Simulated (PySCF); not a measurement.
Geometries of 2 isomers of C4H11Al, from PySCF, PBE0-D3(BJ)/def2-SVP geometry optimisation, gas phase. One conformer each, no zero-point energy, no frequencies.

Question: Which is lower in electronic energy at this level?
A.
```xyz
16
angstrom
Al    -0.115   -0.806   -0.678
C      1.603   -1.255    0.171
C      2.099   -0.315    1.270
H      2.355   -1.333   -0.638
H      1.523   -2.291    0.554
H      3.073   -0.625    1.685
H      2.221    0.717    0.904
H      1.393   -0.264    2.115
C     -1.109    0.805   -0.136
C     -2.409    1.121   -0.874
H     -0.405    1.658   -0.209
H     -1.294    0.716    0.952
H     -2.891    2.042   -0.506
H     -2.244    1.255   -1.956
H     -3.146    0.308   -0.770
H     -0.689   -1.770   -1.819
```
B.
```xyz
16
angstrom
C     -0.360    1.172   -0.876
C     -0.016   -0.025    0.022
C     -0.081   -1.310   -0.810
C     -1.011   -0.100    1.181
Al     1.839    0.281    0.663
H     -1.377    1.059   -1.300
H     -0.354    2.129   -0.325
H      0.332    1.270   -1.730
H      0.144   -2.209   -0.211
H     -1.095   -1.451   -1.231
H      0.624   -1.292   -1.658
H     -0.804   -0.950    1.852
H     -1.001    0.813    1.798
H     -2.044   -0.229    0.804
H      2.138    0.740    2.162
H      3.052    0.118   -0.363
```

Answer: A. That is AlEt2H (`[CH2](C)[AlH][CH2]C`), 7.6 kcal/mol below the other.

```json
{"SMILES": "[H][Al]([CH2]C)[CH2]C", "atoms numbered as above": "–", "E (Eh)": "-400.96974", "relative (kcal/mol)": "0.0", "relative (kJ/mol)": "0.0", "dipole (D)": "0.66"}
{"SMILES": "C[C](C)(C)[AlH2]", "atoms numbered as above": "[CH3:1][C:2]([CH3:3])([CH3:4])[AlH2:5]", "E (Eh)": "-400.95762", "relative (kcal/mol)": "7.6", "relative (kJ/mol)": "31.8", "dipole (D)": "0.65"}
```
